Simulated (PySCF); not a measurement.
Compound: C₂H₉B₂NS.
Z-matrix (Å and degrees, GFN2-xTB geometry), rows numbered from 1:
```
B 
C   1  1.5603
B   2  1.6027  1  107.82
N   3  1.3894  2  120.11  1    94.45
S   3  1.8141  2  123.80  1   -85.44
C   5  1.8246  3  104.34  2     0.22
H   1  1.1719  2  121.32  3    96.31
H   1  1.1709  2  119.81  3   -81.29
H   2  1.0904  1  111.43  3   116.69
H   2  1.0896  1  112.81  3  -121.60
H   4  1.0061  3  123.10  2  -179.80
H   4  1.0051  3  123.77  2    -1.51
H   6  1.0861  5  109.59  3   -69.71
H   6  1.0850  5  106.58  3   171.50
H   6  1.0838  5  109.66  3    52.13
```

Closed-shell single points with PySCF (density fitting; grid level 2 and gas phase unless stated) on one GFN2-xTB geometry.

Question: Rank these settings by the HOMO energy, lowest first.
A. PBE0/def2-SVPD
B. HSE06/6-311G**, level shift 0.2 Eh
C. KT3/def2-SVPD, IEF-PCM methanol

Answer: A (-6.70 eV), B (-6.21 eV), C (-5.67 eV).

Question: Rank these settings by the dipole moment, lowest first.
A. HSE06/6-311G**, level shift 0.2 Eh
B. KT3/def2-SVPD, IEF-PCM methanol
C. PBE0/def2-SVPD
D. PBE0/pcSseg-1
E. PBE0/6-311+G(2d,p), grid level 1, fitting basis def2-qzvpp-jkfit

Answer: E (1.17 D), C (1.23 D), D (1.31 D), A (1.37 D), B (1.67 D).

All figures of these runs:

| settings | basis functions | SCF cycles | E (Eh) | HOMO (eV) | LUMO (eV) | dipole (D) |
| --- | --- | --- | --- | --- | --- | --- |
| PBE0/def2-SVPD | 199 | 13 | -583.7177 | -6.70 | -1.31 | 1.23 |
| KT3/def2-SVPD, IEF-PCM methanol | 199 | 13 | -589.9776 | -5.67 | -2.14 | 1.67 |
| HSE06/6-311G**, level shift 0.2 Eh | 170 | 11 | -584.0477 | -6.21 | -1.59 | 1.37 |
| PBE0/6-311+G(2d,p), grid level 1, fitting basis def2-qzvpp-jkfit | 224 | 10 | -584.0253 | -6.65 | -1.30 | 1.17 |
| PBE0/pcSseg-1 | 154 | 13 | -583.9175 | -6.66 | -1.26 | 1.31 |

Cycle counts include a coarse-grid stage where the run had one. All basis functions are spherical, in the Pople sets too. KT3 was designed for NMR shieldings or shifts; total energies of different functionals aren't comparable. The species at its GFN2-xTB geometry (one conformer only).
